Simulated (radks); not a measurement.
The mean radii <r> (bohr) of the occupied orbitals of an atom or ion are listed with their occupations. All-electron calculation, scalar-relativistic Kohn-Sham, LB94 model potential, spin-polarised, spherical densities, finite nucleus; Fermi nuclear charge, rms radius of each element as measured or else 0.836 A^(1/3) + 0.57 fm. Program: a radial shooting solver on a logarithmic mesh with Libxc functionals.

| orbital | occ. | <r> |
|---|---|---|
| 1s down | 1 | 0.02229 |
| 1s up | 1 | 0.02229 |
| 2s up | 1 | 0.09490 |
| 2s down | 1 | 0.09489 |
| 2p up | 3 | 0.08366 |
| 2p down | 3 | 0.08365 |
| 3s up | 1 | 0.2478 |
| 3s down | 1 | 0.2479 |
| 3p up | 3 | 0.2457 |
| 3p down | 3 | 0.2459 |
| 3d up | 5 | 0.2230 |
| 3d down | 5 | 0.2232 |
| 4s up | 1 | 0.5277 |
| 4s down | 1 | 0.5268 |
| 4p up | 3 | 0.5455 |
| 4p down | 3 | 0.5446 |
| 4d up | 3 | 0.5569 |

Name the element and its charge. Open shells, if any, are filled with parallel spins first.

Answer. Z = 63, europium, charge +24: Eu24+ in [Kr] 4d3. The 1s radius gives Z: for a bare nucleus <r> = (2 gamma + 1)/(2Z) with gamma = sqrt(1 - (Z/c)^2), 0.02203 bohr for Z = 63, and screening makes it slightly larger (0.02229 here). The occupations add up to 39, and the charge is Z minus that.
